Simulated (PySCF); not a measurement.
**Vertical excitation energies**

Species: Al(H2S)F3.
SMILES: `[F][Al]([F])([F])<-[SH2]`

Computed, not measured: TDDFT B3LYP/def2-SVPD, vertical, gas phase, core orbitals frozen in the response (PySCF 2.14.0, density-fitted response routines). Isolated species at its PBE0-D3(BJ)/def2-SVP geometry, gas phase.

```tsv
state	E (eV)	λ (nm)	ν̃ (cm⁻¹)	f	main configurations (H = HOMO, L = LUMO)
S1	7.11	174.4	57330	0.0002	H→L+1 (97%)
S2	7.48	165.8	60300	0.068	H→L (97%)
S3	8.42	147.3	67900	0.0000	H-1→L (98%)
S4	8.44	147.0	68040	0.0006	H-1→L+1 (100%)
S5	8.75	141.7	70550	0.0055	H-2→L (97%)
S6	8.78	141.2	70840	0.0031	H-2→L+1 (96%)
S7	8.86	140.0	71430	0.0019	H-3→L (94%)
S8	8.87	139.8	71520	0.0055	H-3→L+1 (85%), H→L+2 (12%)
S9	8.95	138.6	72150	0.243	H→L+2 (81%), H-3→L+1 (12%)
S10	9.08	136.5	73240	0.0011	H-4→L+1 (80%), H-5→L (10%), H-4→L (9%)
S11	9.10	136.2	73410	0.014	H-4→L (64%), H-5→L+1 (25%), H-4→L+1 (9%)
S12	9.11	136.0	73510	0.019	H-5→L (87%), H-4→L+1 (9%)
S13	9.12	135.9	73560	0.023	H-5→L+1 (72%), H-4→L (24%)
S14	9.35	132.6	75420	0.0003	H-1→L+2 (95%)
```

Triplets (Tamm–Dancoff): T1 6.61 eV, H→L+1 (94%); T2 7.00 eV, H→L (89%); T3 8.04 eV, H→L+2 (71%), H→L+3 (13%); T4 8.06 eV, H-2→L+1 (34%), H-9→L+1 (31%), H-6→L+1 (20%).

The lowest singlet comes at 174 nm (686 kJ/mol) in the vacuum ultraviolet; it is dark (f under 0.0005); its leading configuration is HOMO→LUMO+1 (97%). The most intense listed level is S9 at 8.95 eV (139 nm, f = 0.243), 1.84 eV above S1. S12/S13 lie within about 0.01 eV of each other. Löwdin shares by element: HOMO sulfur 62%, fluorine 25%; LUMO (one of a set within 0.03 eV) sulfur 42%, hydrogen 30%, aluminium 22%. The listed states span 2.24 eV, and the widest gap between neighbours is 0.94 eV (S2 to S3). The oscillator strengths of these states sum to 0.384; summed over the whole spectrum of an exact calculation they would give the number of electrons, 58 (Thomas–Reiche–Kuhn). Of the 14 states listed, 5 reach f = 0.01 and 3 stay under 0.0005. Orbitals of the list HOMO-3 to LUMO+2 that lie within 0.01 eV of each other are written together with a slash and their weights summed (≥ marks a lower bound); for degenerate orbitals outside that list single weights are arbitrary. The window holds the lowest 15 singlets. The highest level found (9.38 eV, f 0.048 so far) is left out, since the window may have cut off a degenerate partner.
